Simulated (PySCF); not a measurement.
# V (vanadium, neutral) across methods

[Ar] 3d5, high-spin 6S determinant (an excited configuration). Calculation: PySCF 2.14, in x2c-QZVPPall; scalar relativity by spin-free X2C-1e.

```json
{"method": "TPSS", "E (hartree)": "-949.163", "mean ε 3p α (eV)": "-39.177", "mean ε 3p β (eV)": "-35.522", "mean ε 3d α (eV)": "-1.239", "Σ⟨r²⟩ (bohr²)": "37.42", "⟨S²⟩": "8.750"}
{"method": "HSE06", "E (hartree)": "-948.948", "mean ε 3p α (eV)": "-41.797", "mean ε 3p β (eV)": "-37.132", "mean ε 3d α (eV)": "-1.979", "Σ⟨r²⟩ (bohr²)": "36.12", "⟨S²⟩": "8.750"}
{"method": "CAM-B3LYP", "E (hartree)": "-949.168", "mean ε 3p α (eV)": "-43.207", "mean ε 3p β (eV)": "-38.788", "mean ε 3d α (eV)": "-3.512", "Σ⟨r²⟩ (bohr²)": "35.68", "⟨S²⟩": "8.750"}
{"method": "wB97X-V", "E (hartree)": "-948.987", "mean ε 3p α (eV)": "-44.169", "mean ε 3p β (eV)": "-39.927", "mean ε 3d α (eV)": "-4.378", "Σ⟨r²⟩ (bohr²)": "35.70", "⟨S²⟩": "8.750"}
{"method": "LDA", "E (hartree)": "-946.952", "mean ε 3p α (eV)": "-38.776", "mean ε 3p β (eV)": "-35.471", "mean ε 3d α (eV)": "-1.576", "Σ⟨r²⟩ (bohr²)": "37.47", "⟨S²⟩": "8.750"}
{"method": "PBE", "E (hartree)": "-948.919", "mean ε 3p α (eV)": "-38.849", "mean ε 3p β (eV)": "-35.370", "mean ε 3d α (eV)": "-1.399", "Σ⟨r²⟩ (bohr²)": "37.72", "⟨S²⟩": "8.750"}
{"method": "r2SCAN", "E (hartree)": "-949.096", "mean ε 3p α (eV)": "-40.270", "mean ε 3p β (eV)": "-35.784", "mean ε 3d α (eV)": "-1.316", "Σ⟨r²⟩ (bohr²)": "37.05", "⟨S²⟩": "8.750"}
{"method": "UHF", "E (hartree)": "-948.01992", "mean ε 3p α (eV)": "-51.868", "mean ε 3p β (eV)": "-42.999", "mean ε 3d α (eV)": "-5.217", "Σ⟨r²⟩ (bohr²)": "33.22", "⟨S²⟩": "8.750"}
{"method": "PBE0", "E (hartree)": "-948.925", "mean ε 3p α (eV)": "-42.157", "mean ε 3p β (eV)": "-37.453", "mean ε 3d α (eV)": "-2.343", "Σ⟨r²⟩ (bohr²)": "36.01", "⟨S²⟩": "8.750"}
```
